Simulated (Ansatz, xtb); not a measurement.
CHBSb: where a starting geometry ends

The starting geometry of this gas-phase doublet was built from a drawn formula by distance geometry and a force field; its bonds are those of `[BH]1[C]=[Sb]1`.

```yaml
atoms:
  - { symbol: C, position_ang: [0.3012, 2.5382, 0.1891] }
  - { symbol: B, position_ang: [-0.9898, 1.5598, -0.2634] }
  - { symbol: Sb, position_ang: [-1.2991, 3.5372, -0.2817] }
  - { symbol: H, position_ang: [-1.4162, 0.4994, -0.4758] }
```

Task: Where would you expect an optimisation with r2SCAN-D4/def2-SVP to take it?

Result: It keeps its bonds, and is `[BH]1[C]=[Sb]1`. Distances that change by over a tenth: C1–B2 (1.68 → 1.43 Å), B2–Sb3 (2.00 → 2.31 Å).

The energy falls by 1.29 eV over 7 steps:

```json
{"step": "1", "E − E(last) (eV)": "1.291"}
{"step": "2", "E − E(last) (eV)": "0.196"}
{"step": "3", "E − E(last) (eV)": "0.010"}
{"step": "4", "E − E(last) (eV)": "0.004"}
{"step": "5", "E − E(last) (eV)": "0.001"}
{"step": "6", "E − E(last) (eV)": "0.000"}
{"step": "7", "E − E(last) (eV)": "0.000"}
```

Final geometry (Å):

```yaml
atoms:
  - { symbol: C, position_ang: [0.1695, 2.4422, 0.1434] }
  - { symbol: B, position_ang: [-0.8253, 1.4805, -0.2271] }
  - { symbol: Sb, position_ang: [-1.3316, 3.7384, -0.2792] }
  - { symbol: H, position_ang: [-1.4165, 0.4734, -0.4689] }
```

From the same start GFN2-xTB ends elsewhere, at `B=[C]=[Sb]`.

The end wasn't checked by frequencies. Open shells are spin-unrestricted. Atoms past krypton carry core potentials, without spin–orbit terms. Run with Ansatz 0.2.0, 92 s on 1 thread of AMD EPYC (Zen 3), with other jobs on the host.
